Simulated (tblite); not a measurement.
C3H8Ge2.
Bonds: C1–C2 (triple), C2–C3, C3–Ge4, C3–Ge5. Hydrogens: H6 on C1; H7 on C3; H8, H9, H10 on Ge4; H11, H12, H13 on Ge5.

Computed with GFN2-xTB (tblite), gas phase: L-BFGS steps from a force-field or distance-geometry start until the largest atomic force falls under 0.01 eV/Å.

Step 8: E = -387.7079 eV
```
atom  x, y, z in Å  |  force x, y, z in eV/Å
C1     -0.7924    2.3612    0.7488   -0.033   0.053   0.038
C2     -0.4220    1.4005    0.1352    0.040  -0.037   0.026
C3      0.0314    0.2062   -0.5279   -0.001   0.034  -0.010
Ge4    -1.3380   -1.2064   -0.3578   -0.009   0.035   0.000
Ge5     1.7966   -0.3302    0.1879    0.004   0.008   0.002
H6     -1.1254    3.2164    1.2576    0.008   0.000  -0.025
H7      0.1430    0.4117   -1.5951    0.062   0.047  -0.095
H8     -1.6558   -1.4901    1.0695    0.001  -0.058   0.040
H9     -2.5873   -0.7223   -1.0212   -0.079  -0.037  -0.017
H10    -0.8840   -2.4593   -1.0387   -0.021  -0.042   0.019
H11     2.8068    0.7215   -0.1460    0.045   0.023   0.012
H12     2.2601   -1.6263   -0.4001   -0.002  -0.024  -0.035
H13     1.7626   -0.4825    1.6702   -0.014  -0.001   0.044
```

Step 9: E = -387.7091 eV
```
atom  x, y, z in Å  |  force x, y, z in eV/Å
C1     -0.7930    2.3597    0.7483   -0.048   0.106   0.069
C2     -0.4200    1.3999    0.1366    0.043  -0.051  -0.011
C3      0.0316    0.2092   -0.5298    0.027  -0.032   0.021
Ge4    -1.3376   -1.2030   -0.3577   -0.042  -0.002  -0.002
Ge5     1.7960   -0.3295    0.1879    0.019   0.004   0.000
H6     -1.1243    3.2153    1.2555   -0.006   0.029  -0.001
H7      0.1462    0.4151   -1.5951    0.054   0.055  -0.133
H8     -1.6554   -1.4943    1.0695    0.007  -0.037   0.024
H9     -2.5912   -0.7259   -1.0218   -0.054  -0.034  -0.003
H10    -0.8868   -2.4594   -1.0356   -0.013  -0.035   0.013
H11     2.8087    0.7215   -0.1447    0.034   0.016   0.014
H12     2.2594   -1.6257   -0.4011   -0.004  -0.020  -0.031
H13     1.7621   -0.4823    1.6705   -0.016  -0.001   0.039
```

Step 10: E = -387.7104 eV
```
atom  x, y, z in Å  |  force x, y, z in eV/Å
C1     -0.7940    2.3588    0.7482   -0.037   0.096   0.060
C2     -0.4174    1.3993    0.1387    0.030  -0.025  -0.030
C3      0.0324    0.2121   -0.5322    0.047  -0.072   0.017
Ge4    -1.3380   -1.1996   -0.3576   -0.066  -0.043  -0.006
Ge5     1.7958   -0.3288    0.1880    0.037  -0.005   0.002
H6     -1.1234    3.2150    1.2535   -0.022   0.061   0.027
H7      0.1506    0.4198   -1.5974    0.036   0.052  -0.109
H8     -1.6549   -1.4995    1.0703    0.015  -0.011   0.000
H9     -2.5967   -0.7304   -1.0226   -0.025  -0.031   0.015
H10    -0.8901   -2.4605   -1.0321   -0.009  -0.019   0.009
H11     2.8115    0.7219   -0.1431    0.018   0.004   0.017
H12     2.2586   -1.6255   -0.4030   -0.007  -0.008  -0.023
H13     1.7612   -0.4821    1.6717   -0.017   0.000   0.021
```

**Question.** Estimate the geometry and energy of step 11. (The exact step hangs on the optimiser's Hessian estimate; all steps are aligned on step 10, rigid shifts and turns removed.)

**Answer.** E = -387.7114 eV, largest force 0.086 eV/Å
```
atom  x, y, z in Å  |  force x, y, z in eV/Å
C1     -0.7952    2.3589    0.7487   -0.011   0.044   0.024
C2     -0.4150    1.3993    0.1406    0.009   0.016  -0.028
C3      0.0338    0.2136   -0.5346    0.043  -0.064  -0.004
Ge4    -1.3395   -1.1976   -0.3576   -0.059  -0.061  -0.012
Ge5     1.7965   -0.3284    0.1882    0.041  -0.012   0.004
H6     -1.1232    3.2161    1.2523   -0.027   0.068   0.038
H7      0.1551    0.4244   -1.6010    0.014   0.036  -0.043
H8     -1.6542   -1.5041    1.0710    0.019   0.010  -0.018
H9     -2.6019   -0.7347   -1.0230   -0.005  -0.026   0.027
H10    -0.8930   -2.4618   -1.0291   -0.006  -0.007   0.005
H11     2.8143    0.7224   -0.1414    0.006  -0.007   0.020
H12     2.2578   -1.6256   -0.4051   -0.006   0.002  -0.014
H13     1.7601   -0.4820    1.6732   -0.017   0.000   0.001
```

The energy changes by -0.0010 eV. The first-order estimate −F·Δx gives -0.0015 eV and the mean of the old and new forces, exact on a quadratic surface, -0.0010 eV. The step makes an angle of 64° with the force vector and moves no atom by more than 0.007 Å.

Hardware: an Arm Neoverse V2 with one thread, on a shared host.
